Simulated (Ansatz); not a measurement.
Geometry optimisation, RKS PBE/def2-SVP in Ansatz 0.2.0.

Input:

```yaml
crystal:
  periodic: [false, false, false]
  atoms:
    - { symbol: "N", position_ang: [-0.6702, 0.208, -1.7619] }
    - { symbol: Si, position_ang: [-0.0953, -0.8427, -0.5046] }
    - { symbol: F, position_ang: [1.2446, -1.639, -1.0903] }
    - { symbol: F, position_ang: [-1.2017, -1.9593, -0.1027] }
    - { symbol: Ge, position_ang: [0.4686, 0.3883, 1.3532] }
    - { symbol: H, position_ang: [-1.5298, 0.7793, -1.3596] }
    - { symbol: H, position_ang: [0.0517, 0.9662, -1.9494] }
    - { symbol: H, position_ang: [0.15628, 1.89569, 1.12359] }
    - { symbol: H, position_ang: [2.00583, 0.23807, 1.69045] }
    - { symbol: H, position_ang: [-0.34581, -0.06211, 2.58815] }
basis:
  gaussian: { orbitals: def2-SVP }
hamiltonian:
  xc: pbe
relax:
  f_tol: 0.015
  max_steps: 40
output:
  orbitals: {}
```

Run as:

```bash
$ ansatz run input.yaml --threads 2 --pin off --max-ram 3072MiB --backend cpu --events-out ev --progress --plain --runs-dir out
```

Task: Where does it end, and by what steps?

Result: The forces met the threshold. After 24 steps the energy has fallen by 0.430 eV; H7 moved furthest, 1.23 Å.

| step | energy less start (eV) | largest force component (eV/Å) | accepted |
| --- | --- | --- | --- |
| 0 | 0.0000 | 2.126 | yes |
| 1 | -0.2417 | 1.023 | yes |
| 2 | -0.3172 | 0.429 | yes |
| 3 | -0.3226 | 0.517 | yes |
| 4 | -0.3432 | 0.075 | yes |
| 5 | -0.3448 | 0.081 | yes |
| 6 | -0.3454 | 0.090 | yes |
| 7 | -0.3459 | 0.052 | yes |
| 8 | -0.3465 | 0.033 | yes |
| 9 | -0.3220 | 1.028 | no |
| 10 | -0.3470 | 0.031 | yes |
| 11 | -0.3472 | 0.198 | yes |
| 12 | -0.3488 | 0.151 | yes |
| 13 | -0.3628 | 0.290 | yes |
| 14 | -0.3696 | 0.414 | yes |
| 15 | -0.3744 | 0.547 | yes |
| 16 | -0.3832 | 0.441 | yes |
| 17 | -0.3962 | 0.351 | yes |
| 18 | -0.4174 | 0.398 | yes |
| 19 | -0.4213 | 0.236 | yes |
| 20 | -0.3766 | 1.641 | no |
| 21 | -0.4272 | 0.136 | yes |
| 22 | -0.4286 | 0.104 | yes |
| 23 | -0.4296 | 0.024 | yes |
| 24 | -0.4297 | 0.010 | yes |

```xyz
10
Properties=species:S:1:pos:R:3
N -0.312 0.407 -1.750
Si -0.150 -0.704 -0.453
F 0.968 -1.799 -0.925
F -1.491 -1.601 -0.149
Ge 0.464 0.388 1.565
H -0.875 1.253 -1.644
H -0.304 0.079 -2.720
H -0.503 1.574 1.827
H 1.904 0.954 1.466
H 0.384 -0.579 2.772
```

Whether the end is a true minimum wasn't checked by a vibrational analysis.

The run took 47 s on 2 threads of Intel(R) Xeon(R) Platinum 8375C CPU @ 2.90GHz (Ice Lake), with other jobs on the host, peak memory 0.19 GiB.
